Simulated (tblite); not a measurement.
Problem. Give a GFN2-xTB geometry of `N#CC=C=C(Cl)C#N`.

Solution. 
```xyz
9
C5HClN2 angstrom
N     -2.7410    1.8354    0.3295
C     -2.1070    0.9145    0.0858
C     -1.3497   -0.2405   -0.2199
C     -0.0813   -0.3348    0.0616
C      1.1876   -0.4089    0.3551
Cl     1.7668   -1.0382    1.8826
C      2.1993   -0.0012   -0.5453
N      3.0306    0.3201   -1.2631
H     -1.8915   -1.0404   -0.7116
```

Orientation and origin are arbitrary. Atoms count from 1 in this order. The 4 C–C bonds span 1.303 Å (C3=C4, drawn double) to 1.415 Å (C2–C3, drawn single), a spread of 0.112 Å.

Bonds between heavy atoms (Å): N1≡C2 1.144, C2–C3 1.415, C3=C4 1.303, C4=C5 1.305, C5–Cl6 1.751, C5–C7 1.414, C7≡N8 1.144.

Structure optimised with GFN2-xTB, isolated species.

Point group: C1 (no symmetry element, even within 0.4 Å). Its GFN2-xTB frequencies are all real (lowest 64 cm⁻¹).

The numbers are calculated, not measured.
